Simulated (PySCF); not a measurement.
Vertical excitations of a molecule CH9NSi4 from TDA-B3LYP/def2-SVPD (PySCF 2.14.0), as energy in eV (oscillator strength): 3.57 (0.003), 4.67 (0.007), 4.97 (0.001), 5.05 (0.005), 5.33 (0.001), 5.54 (0.023). Lowest triplet (TDA): 2.87 eV. The structure is a stationary point at B3LYP-D3(BJ)/def2-SVP. One conformer was computed; it need not be the lowest.

Question: Which molecule gave these data?
A) [SiH3]N=C1[SiH2][SiH2][SiH2]1
B) [SiH3][SiH2][Si@H]1C=N[SiH2]1
C) [SiH3]C1=N[SiH2][Si@@H]1[SiH3]
D) C1=N[SiH2][SiH2][SiH2][SiH2]1

Answer: B, [SiH3][SiH2][Si@H]1C=N[SiH2]1
